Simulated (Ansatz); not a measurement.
AlClH₂O₂, SMILES `[OH][Al]([OH])[Cl]`. The species carries charge 0 and has multiplicity 1.

| atom | x (Å) | y (Å) | z (Å) |
| --- | --- | --- | --- |
| O1 | 0.695 | 1.463 | 0.250 |
| Al2 | 0.049 | -0.068 | 0.002 |
| O3 | -1.604 | -0.198 | -0.269 |
| Cl4 | 1.270 | -1.766 | 0.026 |
| H5 | 1.626 | 1.608 | 0.409 |
| H6 | -2.036 | -1.038 | -0.418 |

List the harmonic frequencies (cm⁻¹, unscaled) at PBE0-D4/def2-TZVP in Ansatz. (An estimate is asked.)

The calculation gave: 179, 220, 261, 309, 363, 484, 618, 672, 818, 972, 3968, 3968.

Is this a minimum?

Yes, all 12 modes are real.

Give the ideal-gas thermochemistry at 298.15 K and 1 bar (rigid rotor, harmonic oscillator; point group C2v, symmetry number 2).

Zero-point energy 76.8 kJ/mol; H(298) − E = 94.5 kJ/mol; entropy 313.0 J/(mol·K), of which translation 165.8, rotation 104.6, vibration 42.6; G(298) − E = 1.2 kJ/mol.

And at 400, 500, 600, 800 and 1000 K?


```tsv
T (K)	H − E (kJ/mol)	S (J/mol/K)	G − E (kJ/mol)
400	103.9	340.0	-32.1
500	113.8	362.2	-67.3
600	124.3	381.2	-104.4
800	146.0	412.4	-183.9
1000	168.5	437.5	-269.0
```
